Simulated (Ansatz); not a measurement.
Species: H$_{5}$ClOSi$_{2}$, SMILES `[SiH3]O[SiH2]Cl` (Si–O–Si–Cl torsion 41°) (charge 0, multiplicity 1).

### Question
Give a relaxed geometry from PBE0-D4/def2-TZVP run with Ansatz (a quantum-chemistry and plane-wave program).

### Answer
Several could match; the one computed here: the end point of this relaxation, one of several conformers (outside a Z-matrix the atoms follow the SMILES, hydrogens last).
Z-matrix (Å, degrees):
```
O
Si 1 1.6192
Si 1 1.6432 2 146.49
H 2 1.4761 1 108.77 3 158.80
H 2 1.4792 4 112.30 1 -122.56
H 3 1.4823 1 107.57 2 -178.11
H 3 1.4836 6 110.09 1 -119.87
H 3 1.4858 6 109.85 7 -120.69
Cl 2 2.0529 4 107.90 5 -117.91
```
